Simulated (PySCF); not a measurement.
C₅H₁₅Si₂ (SMILES C[Si](C)[Si](C)(C)C), doublet, geometry from GFN2-xTB.

PySCF was given this input:
```python
from pyscf import gto, scf, dft

mol = gto.M(
    atom='''
C     2.174466   -1.128781    1.194359
Si    1.297621    0.346148    0.339385
C     2.324098    0.701249   -1.240331
Si   -0.964328    0.026730   -0.039359
C    -1.490357   -1.422906   -1.190331
C    -1.827972   -0.264014    1.640943
C    -1.685004    1.623798   -0.803448
H     1.654943   -1.420996    2.101927
H     2.201089   -1.995419    0.536392
H     3.199931   -0.892932    1.464084
H     2.347623   -0.172341   -1.889169
H     1.897191    1.521687   -1.809205
H     3.352615    0.962400   -1.008180
H    -1.141848   -2.374961   -0.798667
H    -2.569746   -1.491628   -1.304573
H    -1.063547   -1.303784   -2.182746
H    -1.624963    0.547716    2.332082
H    -1.485931   -1.183039    2.106508
H    -2.905732   -0.336911    1.528759
H    -1.253156    1.823984   -1.779008
H    -2.761243    1.554708   -0.931344
H    -1.484698    2.485147   -0.174374
''',
    basis='sto-3g',
    charge=0,
    spin=1,
    verbose=4,
)

mf = dft.UKS(mol)
mf.xc = 'b3lyp'
mf = mf.density_fit(auxbasis='def2-universal-jkfit')
mf.kernel()
```

Q: What does this run give for the dipole moment, Mulliken (on the basis functions themselves) charges in atom order, number of basis functions?

A: 
```
Quantity                                                                                                                                                                                                                                                                               Value
------------------------------------------------------------------  ------------------------------------------------------------------------------------------------------------------------------------------------------------------------------------------------------------------------
dipole moment                                                                                                                                                                                                                                                                         0.40 D
Mulliken (on the basis functions themselves) charges in atom order  C1 -0.39, Si2 0.42, C3 -0.39, Si4 0.60, C5 -0.39, C6 -0.40, C7 -0.40, H8 0.06, H9 0.06, H10 0.07, H11 0.06, H12 0.06, H13 0.07, H14 0.06, H15 0.07, H16 0.06, H17 0.06, H18 0.06, H19 0.07, H20 0.06, H21 0.07, H22 0.06
number of basis functions                                                                                                                                                                                                                                                                 58
```

These values belong to the state on which the SCF converged, which isn't shown to be the lowest.
